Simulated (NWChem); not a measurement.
The numbers come from NWChem runs, not from measurements. System: dimethyl selenide (C2H6Se), charge 0, spin multiplicity 1, at a geometry optimised with PBE0/def2-SVP. Level: RHF/def2-TZVP.

Job file:

```
start mol
memory heap 200 mb stack 900 mb global 1100 mb
geometry units angstroms nocenter noautoz
  C     -1.456391     0.000000     0.812448
  Se     0.000000     0.000000    -0.470305
  C      1.456391     0.000000     0.812448
  H     -1.424563     0.900680     1.441522
  H     -2.392542     0.000000     0.237458
  H     -1.424563    -0.900680     1.441522
  H      1.424563     0.900680     1.441522
  H      2.392542     0.000000     0.237458
  H      1.424563    -0.900680     1.441522
  symmetry group C2v
end
basis spherical
  * library def2-tzvp
end
scf
  rhf
  nopen 0
  maxiter 100
  thresh 1e-7
  semidirect memsize 60000000 filesize 0
end
task scf energy
```

NWChem printed:

```
             Northwest Computational Chemistry Package (NWChem) 7.3.0
             --------------------------------------------------------

                                NWChem Input Module
                                -------------------

 Scaling coordinates for geometry "geometry" by  1.889725989
 (inverse scale =  0.529177249)

 Turning off AUTOSYM since
 SYMMETRY directive was detected!

                             Geometry "geometry" -> ""
                             -------------------------

 Output coordinates in angstroms (scale by  1.889725989 to convert to a.u.)

  No.       Tag          Charge          X              Y              Z
 ---- ---------------- ---------- -------------- -------------- --------------
    1 C                    6.0000    -1.45639100     0.00000000     0.81244800
    2 Se                  34.0000     0.00000000     0.00000000    -0.47030500
    3 C                    6.0000     1.45639100     0.00000000     0.81244800
    4 H                    1.0000    -1.42456300     0.90068000     1.44152200
    5 H                    1.0000    -2.39254200     0.00000000     0.23745800
    6 H                    1.0000    -1.42456300    -0.90068000     1.44152200
    7 H                    1.0000     1.42456300     0.90068000     1.44152200
    8 H                    1.0000     2.39254200     0.00000000     0.23745800
    9 H                    1.0000     1.42456300    -0.90068000     1.44152200

 Effective nuclear repulsion energy (a.u.)     186.6170406451

            Nuclear Dipole moment (a.u.)
            ----------------------------
        X                 Y               Z
 ---------------- ---------------- ----------------
    -0.0000000000     0.0000000000     0.0000188973

      Symmetry information
      --------------------

 Group name             C2v
 Group number             16
 Group order               4
 No. of unique centers     4

      Symmetry unique atoms

     1    2    4    5


 Summary of "ao basis" -> "" (spherical)
 ------------------------------------------------------------------------------
       Tag                 Description            Shells   Functions and Types
 ---------------- ------------------------------  ------  ---------------------
 *                         def2-tzvp                  on all atoms

 Summary of "ao basis" -> "ao basis" (spherical)
 ------------------------------------------------------------------------------
       Tag                 Description            Shells   Functions and Types
 ---------------- ------------------------------  ------  ---------------------
 C                         def2-tzvp                11       31   5s3p2d1f
 Se                        def2-tzvp                16       48   6s5p4d1f
 H                         def2-tzvp                 4        6   3s1p

                                 NWChem SCF Module
                                 -----------------

  ao basis        = "ao basis"
  functions       =   146
  atoms           =     9
  closed shells   =    26
  open shells     =     0
  charge          =   0.00
  wavefunction    = RHF
  use symmetry    = T
  symmetry adapt  = T

 Summary of "ao basis" -> "ao basis" (spherical)
 ------------------------------------------------------------------------------
       Tag                 Description            Shells   Functions and Types
 ---------------- ------------------------------  ------  ---------------------
 C                         def2-tzvp                11       31   5s3p2d1f
 Se                        def2-tzvp                16       48   6s5p4d1f
 H                         def2-tzvp                 4        6   3s1p

      Symmetry analysis of basis
      --------------------------

        a1         53
        a2         22
        b1         43
        b2         28

 Forming initial guess at       0.1s

      Superposition of Atomic Density Guess
      -------------------------------------

 Sum of atomic energies:       -2478.14803818

      Non-variational initial energy
      ------------------------------

 Total energy =   -2479.634122
 1-e energy   =   -3818.443631
 2-e energy   =    1152.192469
 HOMO         =      -0.246730
 LUMO         =       0.026405

      Symmetry analysis of molecular orbitals - initial
      -------------------------------------------------

  Numbering of irreducible representations:

     1 a1          2 a2          3 b1          4 b2

  Orbital symmetries:

     1 a1          2 a1          3 b1          4 a1          5 b2
     6 a1          7 b1          8 a1          9 b1         10 a1
    11 b2         12 b1         13 a1         14 a2         15 a1
    16 b2         17 a1         18 b1         19 a1         20 b2
    21 a1         22 b1         23 a2         24 b1         25 a1
    26 b2         27 b1         28 a1         29 a1         30 a1
    31 b2         32 b1         33 b1         34 a2         35 a1
    36 a2

 Starting SCF solution at       4.5s

 ----------------------------------------------
         Quadratically convergent ROHF

 Convergence threshold     :          1.000E-07
 Maximum no. of iterations :          100
 Final Fock-matrix accuracy:          1.000E-09
 ----------------------------------------------

              iter       energy          gnorm     gmax       time
             ----- ------------------- --------- --------- --------
                 1    -2479.0660936242  5.37D-01  1.16D-01      4.7
                 2    -2479.0939727125  1.27D-01  3.94D-02      5.3
                 3    -2479.0953844998  1.15D-02  3.01D-03      6.0
                 4    -2479.0954029643  7.15D-05  2.13D-05      7.1
                 5    -2479.0954029650  5.03D-09  1.15D-09      8.9

       Final RHF  results
       ------------------

         Total SCF energy =  -2479.095402964959
      One-electron energy =  -3822.248556986018
      Two-electron energy =   1156.536113375972
 Nuclear repulsion energy =    186.617040645088

        Time for solution =      4.5s

       Symmetry analysis of molecular orbitals - final
       -----------------------------------------------

  Numbering of irreducible representations:

     1 a1          2 a2          3 b1          4 b2

  Orbital symmetries:

     1 a1          2 a1          3 b1          4 a1          5 b2
     6 b1          7 a1          8 a1          9 b1         10 a1
    11 b2         12 b1         13 a1         14 a2         15 b2
    16 a1         17 a1         18 b1         19 a1         20 b2
    21 a1         22 b1         23 a2         24 b1         25 a1
    26 b2         27 b1         28 a1         29 a1         30 b2
    31 a1         32 b1         33 b1         34 a2         35 a1
    36 a2

             Final eigenvalues
             -----------------

              1
    1 -460.8139
    2  -60.6176
    3  -54.2186
    4  -54.2180
    5  -54.2171
    6  -11.2515
    7  -11.2515
    8   -8.8828
    9   -6.6178
   10   -6.6148
   11   -6.6100
   12   -2.6081
   13   -2.6070
   14   -2.6001
   15   -2.5966
   16   -2.5957
   17   -1.0213
   18   -0.9417
   19   -0.7881
   20   -0.5919
   21   -0.5899
   22   -0.5693
   23   -0.5634
   24   -0.4688
   25   -0.4164
   26   -0.3164
   27    0.1278
   28    0.1368
   29    0.1773
   30    0.2002
   31    0.2075
   32    0.2289
   33    0.2357
   34    0.2472
   35    0.2867
   36    0.3177

                       ROHF Final Molecular Orbital Analysis
                       -------------------------------------

 Vector   24  Occ=2.000000D+00  E=-4.687961D-01  Symmetry=b1
              MO Center=  2.6D-12,  6.3D-14,  3.3D-01, r^2= 3.1D+00
   Bfn.  Coefficient  Atom+Function         Bfn.  Coefficient  Atom+Function
  ----- ------------  ---------------      ----- ------------  ---------------
    47      0.310846  2 Se px                41     -0.211506  2 Se px
     6     -0.203489  1 C  px                85     -0.203489  3 C  px
     9     -0.194808  1 C  px                88     -0.194808  3 C  px
    44      0.172789  2 Se px

 Vector   25  Occ=2.000000D+00  E=-4.164069D-01  Symmetry=a1
              MO Center=  3.5D-13, -3.5D-15, -2.3D-01, r^2= 2.7D+00
   Bfn.  Coefficient  Atom+Function         Bfn.  Coefficient  Atom+Function
  ----- ------------  ---------------      ----- ------------  ---------------
    49      0.390453  2 Se pz                43     -0.255878  2 Se pz
    37     -0.240510  2 Se s                 52      0.237737  2 Se pz
    46      0.213991  2 Se pz                36     -0.209658  2 Se s

 Vector   26  Occ=2.000000D+00  E=-3.163745D-01  Symmetry=b2
              MO Center=  1.7D-15, -5.4D-15, -3.4D-01, r^2= 2.3D+00
   Bfn.  Coefficient  Atom+Function         Bfn.  Coefficient  Atom+Function
  ----- ------------  ---------------      ----- ------------  ---------------
    48      0.506866  2 Se py                51      0.393693  2 Se py
    42     -0.314435  2 Se py                45      0.274116  2 Se py

 Vector   27  Occ=0.000000D+00  E= 1.277681D-01  Symmetry=b1
              MO Center= -5.6D-13,  1.0D-12, -1.5D-02, r^2= 7.9D+00
   Bfn.  Coefficient  Atom+Function         Bfn.  Coefficient  Atom+Function
  ----- ------------  ---------------      ----- ------------  ---------------
     5      3.610395  1 C  s                 84     -3.610395  3 C  s
    50      1.779832  2 Se px               119     -0.961082  5 H  s
   137      0.961082  8 H  s                113     -0.938009  4 H  s
   125     -0.938009  6 H  s                131      0.938009  7 H  s
   143      0.938009  9 H  s                 14     -0.400957  1 C  pz

 Vector   28  Occ=0.000000D+00  E= 1.368328D-01  Symmetry=a1
              MO Center=  1.2D-14, -3.0D-16,  1.4D+00, r^2= 8.1D+00
   Bfn.  Coefficient  Atom+Function         Bfn.  Coefficient  Atom+Function
  ----- ------------  ---------------      ----- ------------  ---------------
     5      3.260086  1 C  s                 84      3.260086  3 C  s
   113     -1.499347  4 H  s                125     -1.499347  6 H  s
   131     -1.499347  7 H  s                143     -1.499347  9 H  s
   119     -1.182296  5 H  s                137     -1.182296  8 H  s
    37     -0.516802  2 Se s                  4     -0.346826  1 C  s

 Vector   29  Occ=0.000000D+00  E= 1.772782D-01  Symmetry=a1
              MO Center= -3.0D-14, -8.3D-17, -4.3D-01, r^2= 6.6D+00
   Bfn.  Coefficient  Atom+Function         Bfn.  Coefficient  Atom+Function
  ----- ------------  ---------------      ----- ------------  ---------------
    37      1.963055  2 Se s                 52      1.343099  2 Se pz
    12     -0.978071  1 C  px                91      0.978071  3 C  px
   119     -0.735156  5 H  s                137     -0.735156  8 H  s
    14      0.266262  1 C  pz                93      0.266262  3 C  pz
     5     -0.250177  1 C  s                 84     -0.250177  3 C  s

 center of mass
 --------------
 x =   0.00000000 y =   0.00000000 z =  -0.19643947

 moments of inertia (a.u.)
 ------------------
         156.701412552476           0.000000000000           0.000000000000
           0.000000000000         397.229171985661           0.000000000000
           0.000000000000           0.000000000000         263.884585360103

  Mulliken analysis of the total density
  --------------------------------------

    Atom       Charge   Shell Charges
 -----------   ------   -------------------------------------------------------
    1 C    6     6.39   0.85  1.12  0.47  0.73  0.04  1.21  1.48  0.40  0.02  0.06  0.00
    2 Se  34    33.98   2.00  2.00  1.16  0.78  0.96  0.88  6.00  5.93  0.97  2.21  0.96  8.97  1.04  0.03  0.08  0.02
    3 C    6     6.39   0.85  1.12  0.47  0.73  0.04  1.21  1.48  0.40  0.02  0.06  0.00
    4 H    1     0.88   0.26  0.48  0.11  0.02
    5 H    1     0.87   0.26  0.48  0.10  0.02
    6 H    1     0.88   0.26  0.48  0.11  0.02
    7 H    1     0.88   0.26  0.48  0.11  0.02
    8 H    1     0.87   0.26  0.48  0.10  0.02
    9 H    1     0.88   0.26  0.48  0.11  0.02

       Multipole analysis of the density wrt the origin
       ------------------------------------------------

     L   x y z        total         open         nuclear
     -   - - -        -----         ----         -------
     0   0 0 0     -0.000000      0.000000     52.000000

     1   1 0 0     -0.000000      0.000000     -0.000000
     1   0 1 0      0.000000      0.000000      0.000000
     1   0 0 1      0.655526      0.000000      0.000019

     2   2 0 0    -21.905316      0.000000    160.765496
     2   1 1 0      0.000000      0.000000      0.000000
     2   1 0 1      0.000000      0.000000     -0.000000
     2   0 2 0    -25.806153      0.000000     11.587739
     2   0 1 1      0.000000      0.000000      0.000000
     2   0 0 2    -24.627700      0.000000     85.226761

 Task  times  cpu:        9.0s     wall:        9.0s

 Total times  cpu:        9.1s     wall:        9.1s
```
